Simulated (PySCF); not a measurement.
Polarisability and C₆ of Pd⁺ (palladium, charge +1)

[Kr] 4d8 5s1, high-spin 4F determinant (an excited configuration). Computed with PySCF 2.14 in x2c-QZVPPall with one added diffuse shell each of s, p, d, f, g type (14s9p8d5f3g, 143 functions), with the spin-free X2C one-electron Hamiltonian (Gaussian nucleus). Coupled (time-dependent) response in atomic units; α is the mean over directions.

```json
{"method": "UHF", "mean α (bohr³)": "36.24", "C₆ (like pair)": "234.7", "S(−4)": "1048"}
```

S(−4) is the Cauchy moment in α(ω) = α(0) + S(−4) ω² + …

Spin-orbit coupling is absent.

α(iu) at UHF:

| u (hartree) | α(iu) (bohr³) |
| --- | --- |
| 0 | 36.24 |
| 0.0500 | 33.84 |
| 0.100 | 28.51 |
| 0.200 | 18.81 |
| 0.300 | 13.31 |
| 0.500 | 8.344 |
| 0.750 | 5.736 |
| 1.00 | 4.351 |
| 1.50 | 2.839 |
| 2.00 | 2.015 |
| 3.00 | 1.162 |
| 5.00 | 0.5254 |

For an ion, C₆ is the dispersion term alone; charge-induced terms of lower order in 1/R come first.
